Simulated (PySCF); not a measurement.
Electron correlation in As²⁺ (arsenic, charge +2)

[Ar] 3d10 4s2 5s1, 2S determinant (an excited configuration). Computed with PySCF 2.14 in aug-cc-pwCVTZ-PP with ECP10MDF (8s7p6d4f1g, 96 functions), with scalar relativity through the core potential. Frozen: 3s2 3p6 3d10; 3 electrons correlated.

MP2 pair energies summed by pair of shells (mhartree):

| pair | energy | share (%) |
| --- | --- | --- |
| 4s-4s | -31.48 | 73.0 |
| 4s-5s | -11.64 | 27.0 |

Total MP2 correlation energy: -43.12 mhartree.

Same-spin part -4.24 and opposite-spin part -38.88 mhartree; SCS-MP2 scales them by 1/3 and 6/5 to -48.07 mhartree.
